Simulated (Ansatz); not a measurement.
CrN2O8. The species carries charge 0 and has multiplicity 1. The bonds changed during the relaxation, so this is another structure than the one it started from.

Cartesian coordinates in Å:
```
O 1.5087 0.2031 0.2701
N 1.2617 0.4102 1.4721
O 1.9314 0.9890 2.2485
O 0.1031 -0.1048 1.8291
Cr -0.4097 -0.8787 0.1624
O -1.8808 -1.1385 0.5216
O 0.3079 -2.2360 0.1023
O -0.3975 -0.5263 -1.7126
N -0.7207 0.7503 -1.6867
O -0.8704 1.1655 -0.5230
O -0.8337 1.3662 -2.6838
```

(1) List the harmonic frequencies (cm⁻¹, unscaled) at PBE0-D4/def2-TZVP in Ansatz. (An estimate is asked.)

(2) Is this a minimum?

(3) Give the ideal-gas thermochemistry at 298.15 K and 1 bar (rigid rotor, harmonic oscillator; point group C2, symmetry number 2).

(4) And at 400, 500, 600, 800 and 1000 K?

(5) Rotational constants (cm⁻¹)?

Answers

(1) Ansatz gave: 77, 108, 115, 152, 197, 213, 243, 255, 281, 292, 366, 471, 486, 723, 723, 810, 812, 829, 829, 1039, 1045, 1112, 1128, 1327, 1331, 1751, 1771.

(2) Yes, all 27 modes are real.

(3) Zero-point energy 110.6 kJ/mol; H(298) − E = 139.5 kJ/mol; entropy 413.0 J/(mol·K), of which translation 175.4, rotation 120.7, vibration 116.9; G(298) − E = 16.4 kJ/mol. Modes under 100 cm⁻¹ are hindered rotations or soft bends, so the harmonic entropy is rough.

(4) 
```tsv
T (K)	H − E (kJ/mol)	S (J/mol/K)	G − E (kJ/mol)
400	156.2	460.8	-28.1
500	174.6	501.8	-76.3
600	194.6	538.2	-128.3
800	237.8	600.3	-242.4
1000	283.8	651.5	-367.7
```

(5) 0.05002, 0.02979, 0.02329.
